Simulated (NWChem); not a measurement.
**A calculation on silicon monosulfide (SSi)**

```xyz
2

Si     0.0000     0.0000     1.0345
S      0.0000     0.0000    -0.9052
```
Charge 0, spin multiplicity 1.

The numbers come from NWChem runs, not from measurements. The geometry was optimised at PBE0/def2-SVP, a minimum by its harmonic frequencies.

Static limit.

The correlated methods keep 10 core orbitals frozen.

Give the polarisability tensor in bohr³ at CCSD linear response/Sadlej pVTZ, 10 core orbitals frozen, in the frame of the coordinates, and its isotropic mean.


```
40.95   0.00   0.00
 0.00  40.95   0.00
 0.00   0.00  69.88
```
Mean (one third of the trace): 50.59 bohr³.
